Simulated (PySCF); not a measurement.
Members of one series of related molecules.

All values: B3LYP/def2-SVPD (PySCF) at PBE0-D3(BJ)/def2-SVP geometries, gas phase, one conformer each. Core orbitals are frozen in the response; Δα² is half the sum of the squared differences of the principal polarisabilities. The calculation is non-relativistic, for germanium too.

Question: Rank by mean static polarisability, highest first.
A. `[H]/N=C\C1=C[N+]([AlH3-])=CC=C1`
B. `C=Nc1ccc[n+]([AlH3-])c1`
C. `c1(F)ccc[n+](c1)[AlH3-]`
D. `[AlH3-][n+]1cccc(S[SiH3])c1`
E. `CC#Cc1ccc[n+]([AlH3-])c1`
F. `CSc1ccc[n+]([AlH3-])c1`

Answer: D (22.31 Å³), E (21.29 Å³), F (20.06 Å³), B (18.14 Å³), A (17.76 Å³), C (14.58 Å³).

Question: Rank by HOMO energy, lowest first.
A. `[AlH3-][n+]1cccc([O][GeH3])c1`
B. `[AlH3-][n+]1cccc(S[SiH3])c1`
C. `c1(/C=N\[H])c[n+](ccc1)[AlH3-]`

Answer: C (-7.09 eV), B (-6.93 eV), A (-6.80 eV).

Question: Rank by dipole moment, lowest first.
A. `[O:1]=[CH:2][O:3][c:4]1[cH:5][cH:6][cH:7][n+:8]([AlH3-:9])[cH:10]1` with O1–C2–O3–C4 0°, C2–O3–C4–C5 -2°
B. `[CH3:1][S:2][c:3]1[cH:4][cH:5][cH:6][n+:7]([AlH3-:8])[cH:9]1` with C1–S2–C3–C4 180°
C. `[CH2:1]=[CH:2][c:3]1[cH:4][cH:5][cH:6][n+:7]([AlH3-:8])[cH:9]1` with C1–C2–C3–C4 0°
D. `Fc1ccc[n+]([AlH3-])c1`
E. `CC#CC1=C[N+]([AlH3-])=CC=C1`
F. `[AlH3-:1][n+:2]1[cH:3][cH:4][cH:5][c:6]([O:7][GeH3:8])[cH:9]1` with C5–C6–O7–Ge8 180°

Answer: A (5.73 D), B (6.36 D), D (6.52 D), F (7.01 D), C (7.55 D), E (7.96 D).

All values together:

```
                       SMILES      formula  μ (D)  HOMO (eV)  LUMO (eV)  α (Å³)  Δα (Å³)  electrons  α per electron (Å³)  ΔSCF removal energy (eV)
     CC#Cc1ccc[n+]([AlH3-])c1     C8H10AlN   7.96      -6.83      -2.39   21.29    15.22         78                0.273                         –
     O=COc1ccc[n+]([AlH3-])c1    C6H8AlNO2   5.73      -7.00      -2.55   17.67    10.14         80                0.221                         –
      C=Cc1ccc[n+]([AlH3-])c1     C7H10AlN   7.55      -6.86      -2.65   19.10    12.65         72                0.265                      9.21
        Fc1ccc[n+]([AlH3-])c1     C5H7AlFN   6.52      -7.03      -2.62   14.58     6.95         66                0.221                      9.33
 [H]/N=C\c1ccc[n+]([AlH3-])c1     C6H9AlN2   6.41      -7.09      -2.90   17.76     9.70         72                0.247                         –
  [AlH3-][n+]1cccc(S[SiH3])c1  C5H10AlNSSi   6.11      -6.93      -2.43   22.31    11.52         90                0.248                         –
[AlH3-][n+]1cccc([O][GeH3])c1  C5H10AlGeNO   7.01      -6.80      -2.16   19.84     8.96        100                0.198                      9.09
       CSc1ccc[n+]([AlH3-])c1    C6H10AlNS   6.36      -6.87      -2.33   20.06    10.67         82                0.245                         –
      C=Nc1ccc[n+]([AlH3-])c1     C6H9AlN2   8.40      -6.85      -2.56   18.14    10.61         72                0.252                      8.89
```

Conformers: `[O:1]=[CH:2][O:3][c:4]1[cH:5][cH:6][cH:7][n+:8]([AlH3-:9])[cH:10]1` with O1–C2–O3–C4 0°, C2–O3–C4–C5 -2°; `[CH2:1]=[CH:2][c:3]1[cH:4][cH:5][cH:6][n+:7]([AlH3-:8])[cH:9]1` with C1–C2–C3–C4 0°; `[H]/[N:1]=[CH:2]\[c:3]1[cH:4][cH:5][cH:6][n+:7]([AlH3-:8])[cH:9]1` with N1–C2–C3–C4 -179°; `[AlH3-:1][n+:2]1[cH:3][cH:4][cH:5][c:6]([S:7][SiH3:8])[cH:9]1` with C5–C6–S7–Si8 -175°; `[AlH3-:1][n+:2]1[cH:3][cH:4][cH:5][c:6]([O:7][GeH3:8])[cH:9]1` with C5–C6–O7–Ge8 180°; `[CH3:1][S:2][c:3]1[cH:4][cH:5][cH:6][n+:7]([AlH3-:8])[cH:9]1` with C1–S2–C3–C4 180°; `[CH2:1]=[N:2][c:3]1[cH:4][cH:5][cH:6][n+:7]([AlH3-:8])[cH:9]1` with C1–N2–C3–C4 -46°.

A dash marks a removal energy that wasn't run or isn't settled.

Q: How closely does the mean polarisability follow the number of electrons in this set?

A: The correlation coefficient is 0.65; α per electron runs from 0.198 to 0.273 Å³.
